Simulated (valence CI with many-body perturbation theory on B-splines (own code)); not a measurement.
## Energy levels of Pt⁷¹⁺

Calculated by relativistic CI+MBPT: five valence electrons over a frozen Dirac-Fock core [He], radial functions for each j: 9 s, 9 p, 8 d, 6 f, 3 g, 1 h, with the one-electron correlation potential Σ1 (screened to all orders), the two-electron term Σ2, the three-electron term Σ3, Breit, model QED; selected single and double excitations, second order for the rest (own B-spline code, finite nucleus).

The last digits are not significant, and no measured levels were compared; by estimate large intervals hold to a few tenths of a per cent, small ones and those within an open d or f shell to about a per cent. Among the levels kept, up to 1200 cm⁻¹ of a level comes from second order outside the variational space, and about a tenth of that is noise between levels of different J, which matters for small intervals.

Levels 1 to 45 of 75, with energies above the lowest level, (2s^2 2p1/2^2 2p3/2) J=3/2. "Leading %" is the weight of the configuration and term that name the level; weights of strongly mixed levels are sums over their largest components and can fall short. In the jj column 3d3/2^4 stands for four electrons in 3d with j = 3/2.

```
No.  Configuration  Term    J  E (× 10³ cm⁻¹)  Leading %   Second component      g                      Leading jj
  1         2s²2p³   ²P°  3/2            0.00         49    27 % 2s²2p³ ²D°  1.305      2s^2 2p1/2^2 2p3/2 (100 %)
  2         2s²2p³   ⁴S°  3/2           14334         56    44 % 2s²2p³ ²D°  1.430      2s^2 2p1/2 2p3/2^2 (100 %)
  3         2s²2p³   ²D°  5/2           14520        100                     1.157      2s^2 2p1/2 2p3/2^2 (100 %)
  4         2s²2p³   ²P°  1/2           14986        100                     0.609      2s^2 2p1/2 2p3/2^2 (100 %)
  5          2s2p⁴    ⁴P  5/2           17376         69      31 % 2s2p⁴ ²D  1.435      2s 2p1/2^2 2p3/2^2 (100 %)
  6          2s2p⁴    ²S  1/2           18299         65      25 % 2s2p⁴ ⁴P  1.981      2s 2p1/2^2 2p3/2^2 (100 %)
  7          2s2p⁴    ²P  3/2           18309         52      34 % 2s2p⁴ ²D  1.165      2s 2p1/2^2 2p3/2^2 (100 %)
  8         2s²2p³   ²P°  3/2           29355         51    28 % 2s²2p³ ²D°  1.283             2s^2 2p3/2^3 (99 %)
  9          2s2p⁴    ⁴P  3/2           31953         86      10 % 2s2p⁴ ²D  1.584        2s 2p1/2 2p3/2^3 (100 %)
 10          2s2p⁴    ²D  5/2           32294         69      31 % 2s2p⁴ ⁴P  1.277        2s 2p1/2 2p3/2^3 (100 %)
 11          2s2p⁴    ²P  1/2           32875         65      35 % 2s2p⁴ ⁴P  1.335        2s 2p1/2 2p3/2^3 (100 %)
 12          2s2p⁴    ²D  3/2           32935         55      43 % 2s2p⁴ ²P  0.998        2s 2p1/2 2p3/2^3 (100 %)
 13            2p⁵   ²P°  3/2           36291         99                     1.294          2p1/2^2 2p3/2^3 (99 %)
 14          2s2p⁴    ⁴P  1/2           47372         40      35 % 2s2p⁴ ²S  1.884              2s 2p3/2^4 (100 %)
 15            2p⁵   ²P°  1/2           50886        100                     0.609           2p1/2 2p3/2^4 (100 %)
 16       2s²2p²3s    ⁴P  1/2           78966         46   32 % 2s²2p²3s ²S  1.986         2s^2 2p1/2^2 3s (100 %)
 17       2s²2p²3p   ²P°  1/2           79890         47  38 % 2s²2p²3p ⁴D°  0.642      2s^2 2p1/2^2 3p1/2 (100 %)
 18       2s²2p²3p   ²P°  3/2           84249         35  20 % 2s²2p²3p ⁴D°  1.318      2s^2 2p1/2^2 3p3/2 (100 %)
 19       2s²2p²3d    ²D  3/2           85024         43   32 % 2s²2p²3d ⁴F  0.780      2s^2 2p1/2^2 3d3/2 (100 %)
 20       2s²2p²3d    ²D  5/2           86202         37   18 % 2s²2p²3d ⁴D  1.185      2s^2 2p1/2^2 3d5/2 (100 %)
 21       2s²2p²3s    ⁴P  3/2           93448         88   10 % 2s²2p²3s ²P  1.648     2s^2 2p1/2 2p3/2 3s (100 %)
 22       2s²2p²3s    ²P  1/2           93538         67   33 % 2s²2p²3s ⁴P  1.289     2s^2 2p1/2 2p3/2 3s (100 %)
 23       2s²2p²3s    ²D  5/2           93607         65   35 % 2s²2p²3s ⁴P  1.299     2s^2 2p1/2 2p3/2 3s (100 %)
 24       2s²2p²3s    ²D  3/2           93667         64   35 % 2s²2p²3s ²P  0.945     2s^2 2p1/2 2p3/2 3s (100 %)
 25       2s²2p²3p   ⁴P°  1/2           94360         49  28 % 2s²2p²3p ⁴D°  1.727  2s^2 2p1/2 2p3/2 3p1/2 (100 %)
 26       2s²2p²3p   ⁴D°  3/2           94409         55  22 % 2s²2p²3p ²D°  1.120  2s^2 2p1/2 2p3/2 3p1/2 (100 %)
 27       2s²2p²3p   ²F°  5/2           94515         50  30 % 2s²2p²3p ²D°  1.035  2s^2 2p1/2 2p3/2 3p1/2 (100 %)
 28       2s²2p²3p   ²P°  3/2           94893         43  25 % 2s²2p²3p ²D°  1.296   2s^2 2p1/2 2p3/2 3p1/2 (99 %)
 29        2s2p³3s   ⁴P°  5/2           96133         48   25 % 2s2p³3s ⁶S°  1.580      2s 2p1/2^2 2p3/2 3s (99 %)
 30        2s2p³3s   ²P°  3/2           96387         35   24 % 2s2p³3s ⁴S°  1.414      2s 2p1/2^2 2p3/2 3s (99 %)
 31        2s2p³3s   ²P°  1/2           96967         43   30 % 2s2p³3s ⁴D°  0.824      2s 2p1/2^2 2p3/2 3s (99 %)
 32        2s2p³3s   ²P°  3/2           97050         39   20 % 2s2p³3s ⁴S°  1.367      2s 2p1/2^2 2p3/2 3s (99 %)
 33        2s2p³3p    ⁴P  3/2           97141         30    20 % 2s2p³3p ⁶P  1.648  2s 2p1/2^2 2p3/2 3p1/2 (100 %)
 34        2s2p³3p    ²D  5/2           97145         26    19 % 2s2p³3p ⁴D  1.318  2s 2p1/2^2 2p3/2 3p1/2 (100 %)
 35        2s2p³3p    ²P  1/2           97895         36    18 % 2s2p³3p ⁴P  1.256   2s 2p1/2^2 2p3/2 3p1/2 (99 %)
 36        2s2p³3p    ²D  3/2           97906         36    21 % 2s2p³3p ⁴F  0.957   2s 2p1/2^2 2p3/2 3p1/2 (99 %)
 37       2s²2p²3p   ⁴D°  5/2           98642         52  34 % 2s²2p²3p ⁴P°  1.402  2s^2 2p1/2 2p3/2 3p3/2 (100 %)
 38       2s²2p²3p   ²P°  1/2           98679         37  30 % 2s²2p²3p ⁴P°  1.548   2s^2 2p1/2 2p3/2 3p3/2 (99 %)
 39       2s²2p²3p   ²D°  3/2           98720         53  20 % 2s²2p²3p ⁴P°  1.117  2s^2 2p1/2 2p3/2 3p3/2 (100 %)
 40       2s²2p²3p   ²F°  7/2           98770         65  35 % 2s²2p²3p ⁴D°  1.210  2s^2 2p1/2 2p3/2 3p3/2 (100 %)
 41       2s²2p²3p   ⁴S°  3/2           98954         33  30 % 2s²2p²3p ²P°  1.407   2s^2 2p1/2 2p3/2 3p3/2 (99 %)
 42       2s²2p²3p   ²D°  5/2           99023         66  15 % 2s²2p²3p ²F°  1.169  2s^2 2p1/2 2p3/2 3p3/2 (100 %)
 43       2s²2p²3p   ²P°  1/2           99227         87   7 % 2s²2p²3p ⁴D°  0.621  2s^2 2p1/2 2p3/2 3p3/2 (100 %)
 44       2s²2p²3d    ⁴F  3/2           99532         43   26 % 2s²2p²3d ²P  0.917  2s^2 2p1/2 2p3/2 3d3/2 (100 %)
 45       2s²2p²3d    ⁴F  5/2           99541         52   38 % 2s²2p²3d ²F  0.950  2s^2 2p1/2 2p3/2 3d3/2 (100 %)
```

The ionisation energy to 2s²2p² ³P0 of the next ion comes out as 18636 eV (NIST: 18630 ± 60 eV (theoretical)). All 75 levels together are meant to be complete up to 103570 × 10³ cm⁻¹.
